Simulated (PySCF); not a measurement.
# Where does triethylphosphine take a proton?

Parent: triethylphosphine, `CCP(CC)CC` (C6H15P). Non-hydrogen atoms are numbered in `[CH3:1][CH2:2][P:3]([CH2:4][CH3:5])[CH2:6][CH3:7]`.

Level of theory: ωB97X-D3(BJ)/def2-TZVP single points in PySCF, grid level 2; every species was optimised with PBE0-D3(BJ)/def2-SVP. Zero-point and thermal terms (298.15 K, 1 bar) come from unscaled PBE0-D3(BJ)/def2-SVP harmonic frequencies, with soft modes damped to free rotors in the entropy.

```csv
site,product,PA / kJ/mol,GB / kJ/mol
P3 (phosphorus),CC[PH+](CC)CC,1001,970
```

PA is −ΔH and GB is −ΔG of B + H⁺ → BH⁺ in the gas phase. Sites whose products fell apart, merged with another or lost in a GFN2-xTB screen aren't listed.

In cyclohexane the product from P3 is solvated 106 kJ/mol more strongly than the parent (electrostatics only).

Measured values (NIST Chemistry WebBook, evaluated or the median of agreeing entries): proton affinity (−ΔH) 984 kJ/mol (computed 1001, difference 17); gas-phase basicity (−ΔG) 952 kJ/mol (computed 970, difference 18).

Run with `OMP_NUM_THREADS=1 python redox_run.py task.json out` on 1 thread of Arm Neoverse V2, a shared host. Structures, frequencies and single points: 56 min of wall time.
